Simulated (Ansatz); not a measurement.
`C=[N][AlH][SiH2]Br` + H₂ → `C=[N][AlH2]` + `[SiH3]Br`  (hydrogenolysis of the Al–Si bond)

Gas-phase electronic energies from Ansatz, PBE0-D4/def2-TZVP geometries. CCSD(T)/CBS is the MP2 limit (def2-TZVPP, def2-QZVPP) plus CCSD(T) − MP2 in def2-TZVPP, frozen cores. This one scheme is used for every species. Functionals use def2-TZVPP. B3LYP here is the variant with VWN-RPA as its local correlation; programs differ in this. For Br outer-core shells are correlated without core-valence functions, which leaves a few kJ/mol of doubt a bond. Scalar relativity is left out up to krypton. One conformer a species, not always the lowest.

`C=[N][AlH][SiH2]Br`:

Cartesian coordinates in Å:
```
C 0.832 0.409 -2.260
N 0.560 0.739 -1.093
Al 0.141 1.093 0.560
Si -0.797 -0.829 1.757
Br -0.853 -2.585 0.362
H 1.815 0.005 -2.543
H 0.108 0.501 -3.083
H 0.386 2.550 1.123
H 0.001 -1.257 2.940
H -2.193 -0.626 2.235
```

H₂:

```xyz
2

H    -0.049    0.046   -0.367
H     0.049   -0.046    0.367
```

`C=[N][AlH2]`:

Cartesian coordinates in Å:
```
C 1.174 -0.922 0.107
N 0.200 -0.156 0.019
Al -1.172 0.920 -0.107
H 1.771 -1.016 1.027
H 1.505 -1.556 -0.730
H -2.586 0.337 0.286
H -0.891 2.393 -0.603
```

`[SiH3]Br`:

```xyz
5

Si    0.037    0.095   -0.128
Br   -0.464   -1.197    1.605
H    -0.749    1.345   -0.020
H    -0.312   -0.632   -1.369
H     1.487    0.389   -0.088
```

```json
{"level": "B3LYP-D4", "ΔE (eV)": "-0.08"}
{"level": "MP2/def2-QZVPP", "ΔE (eV)": "-0.10"}
```

Q: What does CCSD(T)/CBS give? (Best estimate.)

A: The calculation gave: -0.08 eV. The listed levels differ from it by 0.00, -0.02 eV.

Q: What do rigid-rotor, harmonic-oscillator terms from PBE0-D4/def2-TZVP frequencies (298.15 K, 1 bar) make of the CCSD(T)/CBS value? (An estimate is asked.)

A: Computed: ΔZPE = +0.09 eV, ΔH = -0.05 eV, ΔS = 11 J/(mol·K), ΔG = -0.09 eV. Modes under 50 cm⁻¹ make the entropy rough.

Largest T1 diagnostic among the species: 0.015.

In def2-TZVPP, CCSD(T) changes the Hartree–Fock value by +0.32 eV (the triples alone add +0.06 eV) and MP2 by +0.32 eV. From PBE to PBE0 (25 % exact exchange), in def2-TZVPP and without D4, ΔE moves by −0.07 eV.
